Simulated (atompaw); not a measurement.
# barium (Ba): PAW (atompaw) pseudisation with LDA (PW92), scalar-relativistic reference atom.

Ba (Z = 56), PAW, made with atompaw 4.2.0.5 (LDA (PW92), scalar-relativistic). Core [Kr] 4d10, reference 5s2 5p6 5d0 6s2 6p0. Waves: 5s (bound): rc 3.00 bohr; 6s (bound): rc 3.00 bohr; 5p (bound): rc 2.85 bohr; 6p (bound, empty): rc 3.00 bohr; 5d (bound, empty): rc 3.00 bohr; 5d channel at 0.35 Ry: rc 3.00 bohr; 4f channel at 0.05 Ry: rc 3.00 bohr. Local part: vpsmatchnc scheme with l = 4 at 0 Ry, radius 2.95 bohr. Core correction: smooth core density matched at 2.00 bohr. Augmentation charge: sinc compensation charge, radius 2.75 bohr; PAW radius 3.00 bohr; waves and projectors: custom polynom2 7 10 vanderbiltortho.

All-electron outer shells of the reference configuration (LDA (PW92), scalar-relativistic, ld1.x):

```csv
shell,level (eV),outermost node (bohr),outermost maximum (bohr)
4p,-180.62,0.35,0.65
4d,-89.65,0.32,0.70
5s,-33.80,0.80,1.47
5p,-18.81,0.86,1.67
6s,-3.35,1.96,4.05
5d,-2.13,1.00,2.52
6p,-1.28,2.36,5.40
```

Results:

* Cutoffs needed: 21 Ry and 45 Ry (the cutoffs (Ry, on a coarse ladder) from which the occupation-weighted sum of valence levels, in a spherical-Bessel basis at the reference potential, stays within 10 and 1 mRy of its value at 400 Ry)
* Ghost test: no extra level below or beside the all-electron valence levels (s, p, d, f tested) (spherical-Bessel basis up to 400 Ry, 20 bohr box)
* Lowest eigenvalue of the overlap operator: 0.70 (s channel)
* Overlap eigenvalues printed by atompaw (projector basis): 0.398, 1.98, 2.18, 28.1, 4.99e+03, 6.36e+03, 5.56e+04
* Share of each valence orbital outside the PAW sphere: 5s 2 %, 6s 88 %, 5p 7 %, 6p 96 %, 5d 55 %

Generation and tests took about 5.9 s on one core of a shared server CPU.
